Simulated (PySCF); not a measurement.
Al(OH)(OMe)(SiH3) (CH7AlO2Si), SMILES C[O][Al]([OH])[SiH3].

Geometry optimised at B3LYP-D3(BJ)/def2-SVP. The values are those of a single conformer.

Calculation: IEF-PCM-ωB97X/def2-SVP (PySCF).

The values are the electrostatic part of the solvation free energy, E(continuum) − E(gas) at the gas-phase geometry, in a cavity of scaled van der Waals radii (PySCF's table); cavitation and dispersion terms are not included. A continuum can't describe solvent molecules that bind to the metal. In vacuum the orbital gap is 11.75 eV. The dipole moment in vacuum is 2.62 D.

```csv
solvent,ε,ΔG(elec) (kcal/mol),dipole (D),gap (eV)
water,78.36,-6.6,3.25,11.95
ethanol,24.85,-6.3,3.22,11.94
acetone,20.49,-6.2,3.21,11.94
```
